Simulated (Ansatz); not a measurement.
Reaction (ligand exchange at the Sn–C bond): `C#[C][SnH2][F]` + CH₃OH → `C[O][SnH2][F]` + acetylene

Computed with Ansatz on PBE0-D4/def2-TZVP structures; ΔE is electronic, products minus reactants. CBS: MP2 limit from def2 TZ/QZ plus the TZ coupled-cluster correction, frozen cores. This one scheme is used for every species. Functionals use def2-TZVPP. def2 core potentials past Kr. For Sn outer-core shells are correlated without core-valence functions, which leaves a few kJ/mol of doubt a bond. Each species was taken in one conformer, which may not be the lowest.

| level | ΔE (kcal/mol) | difference from CCSD(T)/CBS |
| --- | --- | --- |
| revPBE-D4 | -2.7 | -0.2 |
| r2SCAN-D4 | -3.1 | -0.6 |
| B97M-V | -3.3 | -0.8 |
| PBE0-D4 | -1.2 | 1.3 |
| revPBE | -1.9 | 0.6 |
| r2SCAN | -3.0 | -0.5 |
| PBE0 | -0.9 | 1.6 |
| CAM-B3LYP | -3.0 | -0.5 |
| HF/def2-SVP | -0.5 | 2.0 |
| MP2/def2-SVP | -2.6 | -0.1 |
| CCSD(T)/CBS | -2.5 | 0 |

What do rigid-rotor, harmonic-oscillator terms from PBE0-D4/def2-TZVP frequencies (298.15 K, 1 bar) make of the CCSD(T)/CBS value? (Estimate.)

Ansatz gave: ΔZPE = -1.0 kcal/mol, ΔH = -3.3 kcal/mol, ΔS = -18 J/(mol·K), ΔG = -2.0 kcal/mol.

Largest T1 diagnostic among the species: 0.014.

Leaving LDA and LC-ωPBE aside and taking each functional with its dispersion term where it has one, the values, not all of them listed here, spread over 4.1 kcal/mol, from BLYP-D4 to PBE-QIDH. From PBE to PBE0 (25 % exact exchange), in def2-TZVPP and without D4, ΔE moves by +1.4 kcal/mol.
